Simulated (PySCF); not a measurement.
# Dipole response of Ag (silver, neutral)

[Kr] 4d10 5s1, 2S determinant. Computed with PySCF 2.14 in aug-cc-pVTZ-PP with one added diffuse shell each of s, p, d, f, g type with ECP28MDF (7s7p6d4f3g, 113 functions), with scalar relativity through the core potential. Coupled (time-dependent) response in atomic units; α is the mean over directions.

```tsv
method	mean α (bohr³)	C₆ (like pair)	S(−4)
wB97M-V	61.09	490.3	3205
```

S(−4) is the Cauchy moment in α(ω) = α(0) + S(−4) ω² + …

Reference α: 55 ± 8 bohr³ (recommended; Schwerdtfeger and Nagle, table of static dipole polarizabilities (2023 update)). Published C₆: 341.0 (Gould and Bucko (2016)).

α(iu) at wB97M-V:

| u (hartree) | α(iu) (bohr³) |
| --- | --- |
| 0 | 61.09 |
| 0.0500 | 54.21 |
| 0.100 | 41.66 |
| 0.200 | 24.73 |
| 0.300 | 16.92 |
| 0.500 | 10.28 |
| 0.750 | 6.856 |
| 1.00 | 5.078 |
| 1.50 | 3.214 |
| 2.00 | 2.243 |
| 3.00 | 1.273 |
| 5.00 | 0.5631 |

A single London oscillator, α(iu) = α/(1 + u²/ω²), gives C₆ = (3/4) ω α². Matching the computed C₆ needs ω = 4 × 490.3 / (3 × 61.09²) = 0.175 hartree.

Energies and moments cover only the electrons outside the core potential.
